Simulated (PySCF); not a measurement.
A structure optimised at PBE-D3(BJ)/def2-SVP, used in a PySCF frequency run:

```
C
H 1 1.1151
H 1 1.1151 2 105.16
C 1 1.5023 2 112.08 3 -122.02
C 4 1.3630 1 107.45 2 -121.01
H 4 1.0962 5 126.86 1 180.00
C 5 1.4691 4 110.81 6 180.00
C 7 1.3603 5 108.14 4 0.00
H 7 1.0978 8 127.86 1 180.00
H 8 1.0981 7 126.69 9 0.00
Cl 5 1.7324 4 126.74 6 0.00
```

**Question.** Write its SMILES, formula and point group.

**Answer.** ClC1=CCC=C1, C₅H₅Cl, Cs

**Question.** What are its rotational constants (standard atomic weights)?

**Answer.** 8.1347, 1.9580, 1.5939 GHz
